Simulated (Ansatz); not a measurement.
Ansatz (a program for electronic structure) input (RI-MP2/aug-cc-pVQZ):
A basis named .json is the Basis Set Exchange file of that set.

Ansatz 0.2 input:
```yaml
crystal:
  periodic: [false, false, false]
  atoms:
    - {symbol: B, position_ang: [-0.04148660, 0.12223230, 0.01772511]}
    - {symbol: C, position_ang: [1.51489300, -0.21010394, 0.03907455]}
    - {symbol: C, position_ang: [-1.09242680, -1.06746488, -0.09617547]}
    - {symbol: N, position_ang: [-0.46923955, 1.43298583, -0.02110676]}
    - {symbol: H, position_ang: [1.72294395, -0.93365779, 0.83268866]}
    - {symbol: H, position_ang: [1.79547416, -0.69182194, -0.90267454]}
    - {symbol: H, position_ang: [2.15502148, 0.66000086, 0.18026650]}
    - {symbol: H, position_ang: [-2.13141603, -0.74255864, -0.13516338]}
    - {symbol: H, position_ang: [-0.88249984, -1.66369203, -0.98908436]}
    - {symbol: H, position_ang: [-0.96771937, -1.73675185, 0.76070688]}
    - {symbol: H, position_ang: [-0.73449182, 2.13183212, 0.65498755]}
basis:
  gaussian:
    orbitals: aug-cc-pVQZ
    fitting: {mean_field: def2-universal-jkfit, correlation: aug-cc-pVQZ-RIFIT.json}
magnetization: {spin_polarized: true, initial_magnetization: 1}
correlation: {method: mp2, electrons: outside_noble_gas}
```

Output:

```
Functional definition: HF
integrals: 1.56 GiB planned
428 factors; integrals over basis functions are off by at most 3.9e0 eV
mean field: 3.58 GiB planned
mean field evaluation 1: about -4321.7522 eV, gradient 3.0e1 eV
mean field evaluation 2: about -4325.9388 eV, gradient 1.3e1 eV
mean field evaluation 4: about -4326.9478 eV, gradient 1.3e0 eV
mean field evaluation 8: about -4326.9802 eV, gradient 3.1e-6 eV
mean field -4326.98015518 eV, -159.0135877703 hartree, gradient 3.1e-6 eV, S^2 0.765384; 0 other end points of the search recorded, 0 dependent functions left out
4 core orbitals not correlated
1232 factors; their error is unknown
reference -4326.98015518 eV, -159.0135877703 hartree; 12, 11 occupied and 626, 627 virtual orbitals, 1232 factors
second order -18.34923168 eV of doubles, -0.00000000 eV of singles
Total energy: -4345.32938685 eV, -159.6879095969 hartree
```

It need not be the lowest isomer of its formula.
